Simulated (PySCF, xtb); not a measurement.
FGaH₄N₂, SMILES [NH2][Ga]([NH2])[F]. One conformer was computed; it need not be the lowest.

Harmonic wavenumbers (cm⁻¹) from xtb with GFN2-xTB at its own minimum, in rising order: 114, 138, 151, 196, 201, 423, 474, 477, 575, 612, 629, 685, 1422, 1431, 3340, 3348, 3386, 3389.

Problem. What does PBE0-D3(BJ)/def2-SVP run with PySCF 2.14.0 give at its own minimum? (Estimate from the structure and the level; the computed values follow.)

Solution. 160, 174, 188, 211, 241, 268, 351, 672, 718, 724, 767, 787, 1517, 1525, 3629, 3630, 3739, 3739. Paired by order, the mean absolute difference is 145 cm⁻¹ and the zero-point energies are 30.0 and 32.9 kcal/mol.
